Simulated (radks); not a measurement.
All-electron atom: Ho3+ in [Xe] 4f10.

Calculated with a radial shooting solver on a logarithmic mesh with Libxc functionals: scalar-relativistic Kohn-Sham, PBE, spin-polarised, spherical densities, point nucleus; open shells are filled with parallel spins first (spin-orbit coupling, left out, can overturn this in heavy ions).

Energy parts (eV):
total: -343267.44
kinetic: 371291.25
electron-nucleus: -839223.87
Hartree: 131994.93
exchange-correlation: -7329.75

Orbitals (lengths in bohr, moments of r in powers of bohr):
orbital  occ.  eigenvalue (eV)      <r^4>
1s up       1        -55533.21  9.249e-07
1s down     1        -55533.21  9.249e-07
2s up       1        -9316.021  0.0001446
2s down     1        -9315.982  0.0001446
2p up       3        -8256.091  0.0001095
2p down     3        -8256.063  0.0001095
3s up       1        -2107.470   0.005499
3s down     1        -2105.756   0.005488
3p up       3        -1783.640   0.005800
3p down     3        -1781.929   0.005785
3d up       5        -1372.833   0.004572
3d down     5        -1371.528   0.004555
4s up       1        -444.3488     0.1337
4s down     1        -440.6624     0.1338
4p up       3        -337.6697     0.1762
4p down     3        -334.0364     0.1766
4d up       5        -193.6111     0.2734
4d down     5        -190.0379     0.2758
5s up       1         -80.9034      4.478
5s down     1         -79.1805      4.647
5p up       3         -55.0649      8.559
5p down     3         -53.8175      8.974
4f up       7         -36.4660      1.601
4f down     3         -33.2666      1.903

The highest occupied level is 4f down at -33.267 eV. Summed over all electrons, <r^2> = 33.71 bohr^2, which gives a Langevin (diamagnetic) susceptibility term of -26.7 x 10^-6 cm^3/mol. The density falls to 0.001 e/bohr^3 at r = 3.16 bohr. Spin moment in Bohr magnetons: 4.
